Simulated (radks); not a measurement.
Q: All-electron atom: Cu6+ in [Ar] 3d5. All-electron calculation, non-relativistic Kohn-Sham, LB94 model potential, spin-polarised, spherical densities, point nucleus; open shells are filled with parallel spins first. Program: a radial shooting solver on a logarithmic mesh with Libxc functionals. Some entries of the table are withheld. Estimate them.

orbital,occ.,eigenvalue (Ry),<r> (bohr)
1s down,1,-658.4595,0.05280
1s up,1,-658.4523,0.05279
2s down,1,-88.29688,0.2376
2s up,1,-88.23117,0.2380
2p down,3,-78.91175,0.2067
2p up,3,-78.85070,0.2069
3s up,1,-18.14189,0.6935
3s down,1,-17.66863,0.6980
3p up,3,-15.17045,(1)
3p down,3,-14.71168,(2)
3d up,5,-10.11773,0.7217
3d down,0,-9.71860,0.7309
4s up,0,(3),1.633
4s down,0,(4),1.658
4p up,0,-5.79204,1.743
4p down,0,-5.69431,1.773

A: 
(1) 3p up <r> (bohr): 0.7053
(2) 3p down <r> (bohr): 0.7111
(3) 4s up eigenvalue (Ry): -6.67513
(4) 4s down eigenvalue (Ry): -6.55908
